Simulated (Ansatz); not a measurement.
`[Cl][Al]([Cl])[GeH3]` + H–F → `[F][Al]([Cl])[Cl]` + GeH₄ at 400 K and 1 bar (cleavage of the Al–Ge bond).

Isolated molecules relaxed with PBE0-D4/def2-TZVP in Ansatz; ΔE leaves out vibrations. CCSD(T)/CBS is the MP2 limit (def2-TZVPP, def2-QZVPP) plus CCSD(T) − MP2 in def2-TZVPP, frozen cores. This one scheme is used for every species. For Ge outer-core shells are correlated without core-valence functions, which leaves a few kJ/mol of doubt a bond. Scalar relativity is left out up to krypton.

```json
{"species": "`[Cl][Al]([Cl])[GeH3]`", "CCSD(T)/CBS energy (Eh)": "-3239.63177", "H − E (kJ/mol)": "102.4", "S (J/(mol·K))": "415.8"}
{"species": "H–F", "CCSD(T)/CBS energy (Eh)": "-100.39570", "H − E (kJ/mol)": "36.5", "S (J/(mol·K))": "182.2"}
{"species": "`[F][Al]([Cl])[Cl]`", "CCSD(T)/CBS energy (Eh)": "-1261.58534", "H − E (kJ/mol)": "38.1", "S (J/(mol·K))": "331.7"}
{"species": "GeH₄", "CCSD(T)/CBS energy (Eh)": "-2078.49493", "H − E (kJ/mol)": "93.6", "S (J/(mol·K))": "231.8"}
```

H − E and S are ideal-gas, rigid-rotor, harmonic terms from PBE0-D4/def2-TZVP. 1 Eh = 2625.50 kJ/mol, R = 8.31446 J/(mol·K).

**Question.** By hand: ΔE, ΔH, ΔS and ΔG.

**Answer.** ΔE = (-1261.58534) + (-2078.49493) − (-3239.63177) − (-100.39570) = -0.05280 Eh = -138.6 kJ/mol. Δ(H − E) = 38.1 + 93.6 − 102.4 − 36.5 = -7.2, so ΔH = -145.8 kJ/mol. ΔS = 331.7 + 231.8 − 415.8 − 182.2 = -34.5 J/(mol·K). ΔG = -145.8 − 400 × (-34.5)/1000 = -132.0 kJ/mol.

**Question.** By hand: the equilibrium constant, and the temperature at which ΔG would vanish if ΔH and ΔS stayed fixed.

**Answer.** log₁₀ K = −ΔG/(RT ln 10) = 17.2. ΔG = 0 at ΔH/ΔS = 4226 K, far beyond where these terms or the molecules hold.

ΔH outweighs TΔS. A doubt of 5 kJ/mol in ΔE shifts log₁₀ K by 0.7 here. Modes under 60 cm⁻¹, often nearly free rotors, make the harmonic entropy too high. These are equilibria of isolated gas molecules and say nothing of rates. Largest T1 diagnostic: 0.012 (customary marks: 0.02 for closed shells, 0.045 for open ones).
